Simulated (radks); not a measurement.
The numbers below are computed, except where a source is named.
The nuclear charge of neutral tungsten is varied continuously with 74 electrons held in [Xe] 4f14 5d4 6s2. Code: a radial shooting solver on a logarithmic mesh with Libxc functionals. Model: scalar-relativistic Kohn-Sham, PBEsol, spin-polarised, spherical densities, finite nucleus; open shells are filled with parallel spins first (spin-orbit coupling, left out, can overturn this in heavy ions); Fermi nuclear charge, rms radius 5.3658 fm. By the Hellmann-Feynman theorem dE/dZ = E(electron-nucleus)/Z, the electronic potential at the nucleus (averaged over a nucleus of fixed radius). The scalar-relativistic energy here is not variational (the density holds large components alone), so the two differ by a part that grows with Z.

Z,E (hartree),E(electron-nucleus)/Z (hartree),HOMO,e(HOMO) (eV),<r> HOMO (bohr)
73.8,-16026.8953,-536.889,6s,-3.437,3.456
74,-16135.3295,-539.119,6s,-4.781,3.328
74.2,-16244.2184,-541.350,6s,-6.216,3.214
74.4,-16353.5621,-543.581,6s,-7.733,3.113
74.6,-16463.3608,-545.813,6s,-9.328,3.022
74.8,-16573.6149,-548.046,6s,-10.996,2.940
75,-16684.3245,-550.281,6s,-12.733,2.864

The central difference of E at Z = 74 is -543.308 hartree, to compare with the third column; the second derivative is -11.4 hartree.
